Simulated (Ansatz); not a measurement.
Input file for Ansatz (a quantum-chemistry and plane-wave program): R-CCSD(T)/cc-pV(T+d)Z on BH5P2 (SMILES PBP), a point of a torsion scan. Files ending in .json are basis or fitting sets from the Basis Set Exchange.

Ansatz 0.2 input:
```yaml
crystal:
  periodic: [false, false, false]
  atoms:
    - {symbol: P, position_ang: [1.96075978, -0.06887681, -0.09007969]}
    - {symbol: B, position_ang: [0.21778930, -0.85650610, 0.09493374]}
    - {symbol: P, position_ang: [-0.19299965, -2.32354873, -0.94126537]}
    - {symbol: H, position_ang: [1.46175044, 1.16435141, -0.48468850]}
    - {symbol: H, position_ang: [2.07383386, 0.37305272, 1.22072212]}
    - {symbol: H, position_ang: [-0.47975448, -0.56896778, 0.99068532]}
    - {symbol: H, position_ang: [0.33114282, -2.01458676, -2.17897312]}
    - {symbol: H, position_ang: [-1.52266397, -2.15599434, -1.26152738]}
basis:
  gaussian:
    orbitals: cc-pV_T+d_Z.json
magnetization: {spin_polarized: false}
correlation: {method: ccsd_t, electrons: outside_noble_gas}
scf: {lower_state_search: off}
```

The head of its log:

```
WARN ansatz: RAYON_NUM_THREADS=1 ignored (pool sized by the plan → 1); use --threads N
Functional definition: HF
these checks for a lower state are left out or cut short: stability, starts, cluster_reference, orbital_swaps, neighbouring_geometries, increment
integrals: 0.58 GiB planned
1025 factors; integrals over basis functions are off by at most 1.2e-3 eV
mean field: 0.48 GiB planned
mean field evaluation 1: about -19293.3124 eV, gradient 1.6e1 eV
mean field evaluation 2: about -19293.6114 eV, gradient 1.7e1 eV
mean field evaluation 4: about -19295.2139 eV, gradient 2.2e0 eV
mean field evaluation 8: about -19295.2373 eV, gradient 1.8e-1 eV
mean field evaluation 16: about -19295.2376 eV, gradient 2.3e-6 eV
mean field -19295.23763024 eV, -709.0869041296 hartree, gradient 2.3e-6 eV, S^2 0.000000; 0 other end points of the search recorded, 0 dependent functions left out
11 core orbitals not correlated
reference -19295.23763024 eV, -709.0869041296 hartree; 9, 9 occupied and 158, 158 virtual orbitals, 1025 factors
```

Predict the final total energy.

-709.5784 hartree (reference determinant -709.0869, T1 diagnostic 0.018).
